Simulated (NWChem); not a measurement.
C2H7NSi; SMILES C1NC[SiH2]1

```xyz
11

C     -0.1400    -0.4458     1.1665
N      0.2587    -1.2590     0.0000
C     -0.1400    -0.4458    -1.1665
Si     0.0612     1.0602     0.0000
H      0.5205    -0.5666     2.0511
H     -1.2023    -0.5721     1.5014
H     -0.0741    -2.2321     0.0000
H     -1.2023    -0.5721    -1.5014
H      0.5205    -0.5666    -2.0511
H     -0.9801     2.1487     0.0000
H      1.4304     1.6802     0.0000
```
Atoms are numbered in this order, from 1.

All runs: NWChem. Structure relaxed at the PBE-D3(BJ)/def2-SVP level. Total energies compare along this basis series because the functional is fixed.

```tsv
level	basis functions	energy (Ha)	highest occupied level (eV)	orbital gap (eV)	dipole (D)
TPSS/pcseg-1	95	-424.6337	-5.11	4.73	1.05
TPSS/aug-pcseg-1	159	-424.6444	-5.26	4.60	0.98
TPSS/pcseg-2	222	-424.7394	-5.25	4.70	0.99
TPSS/STO-3G	31	-419.6758	-1.88	7.23	1.18
TPSS/def2-SVP	95	-424.4840	-5.00	5.01	0.98
```
